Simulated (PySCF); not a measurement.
Species: C₄H₅F₃N₂.
Atom-mapped SMILES: `[CH2:1]=[CH:2]/[C:3](=[N:4]\[NH2:5])[C:6]([F:7])([F:8])[F:9]` (hydrogens: H10, H11 on C1; H12 on C2; H13, H14 on N5)

Geometry (PBE0/6-31G*, Å), atoms numbered from 1 in this order:
```xyz
14
C4H5F3N2 angstrom
C     -0.3040    1.9403   -0.6401
C     -0.5185    0.6199   -0.6475
C      0.2182   -0.3845    0.1199
N     -0.1991   -1.5686    0.4011
N     -1.4331   -1.9397    0.0203
C      1.6171   -0.0725    0.5890
F      1.6040    0.9279    1.4995
F      2.3907    0.3480   -0.4268
F      2.2149   -1.1161    1.1549
H     -0.8808    2.5991   -1.2822
H      0.4448    2.4022   -0.0053
H     -1.2839    0.2186   -1.3121
H     -2.1505   -1.2198    0.0083
H     -1.7247   -2.7696    0.5170
```

The calculation used PBE0/6-31G* geometry optimisation, gas phase (PySCF).

Masses are those of the commonest isotopes; rigid-rotor values at the optimised geometry. The values belong to one conformer with, in the numbering `[CH2:1]=[CH:2]/[C:3](=[N:4]\[NH2:5])[C:6]([F:7])([F:8])[F:9]`, C1–C2–C3–N4 160°, C3–N4–N5–H -33° and -164°.

Question: Give the principal moments of inertia and the rotational constants in cm⁻¹.

Answer: Ia = 243.66, Ib = 334.82, Ic = 486.62 u·Å²; 505379 MHz·u·Å²/I gives 2074, 1509 and 1039 MHz, that is A = 0.06918, B = 0.05035, C = 0.03464 cm⁻¹.

Question: What kind of rotor is it?

Answer: An asymmetric top: κ = (2 × 1509 − 2074 − 1039)/(2074 − 1039) = -0.09.

Question: What does the inertial defect say?

Answer: Not planar: Δ = Ic − Ia − Ib = -91.87 u·Å². For a rigid frame Δ = −2 Σ m c², so Σ m c² = 45.93 u·Å² lies off the ab plane: 1.02 from hydrogen and 44.91 from heavier atoms. The atom farthest from that plane is 1.09 Å away.

Question: Which lines would a microwave search look for?

Answer: The dipole components are |μa| = 3.33 D, |μb| = 1.58 D, |μc| = 1.03 D. The squared components, which scale the intensities, stand as 1.00 : 0.22 : 0.10 (a : b : c). Some lines, for components of 0.1 D or more:

```
type  branch         J(Ka,Kc)   MHz  lower level (cm⁻¹)
   a       Q  1(1,0) ← 1(1,1)   471               0.104
   c       Q  1(1,1) ← 1(0,1)   565               0.085
   b       Q  1(1,0) ← 1(0,1)  1036               0.085
   a       Q  2(1,1) ← 2(1,2)  1413               0.258
   c       Q  2(2,1) ← 2(1,1)  1694               0.305
   b       Q  2(1,1) ← 2(0,2)  1702               0.248
   b       Q  2(2,0) ← 2(1,1)  1890               0.305
   a       R  1(0,1) ← 0(0,0)  2548               0.000
   b       Q  2(2,1) ← 2(1,2)  3107               0.258
   b       R  1(1,1) ← 0(0,0)  3113               0.000
   c       R  1(1,0) ← 0(0,0)  3583               0.000
   b       R  2(0,2) ← 1(1,1)  4335               0.104
   a       R  2(1,2) ← 1(1,1)  4625               0.104
   b       R  2(1,2) ← 1(0,1)  5190               0.085
   a       R  2(1,1) ← 1(1,0)  5567               0.120
   c       R  2(1,1) ← 1(0,1)  6602               0.085
   b       R  2(2,1) ← 1(1,0)  7261               0.120
   c       R  2(2,0) ← 1(1,0)  7457               0.120
   c       R  2(2,1) ← 1(1,1)  7732               0.104
   b       R  2(2,0) ← 1(1,1)  7927               0.104
```

No PBE0/6-31G* frequencies stand behind this structure, so it isn't proved a minimum. No vibrational averaging or centrifugal distortion is included, and the geometry carries the error of its method. A rigid rotor knows nothing of inversion at nitrogen, which can split or shift real lines. Quadrupole hyperfine structure (14N) is left out.
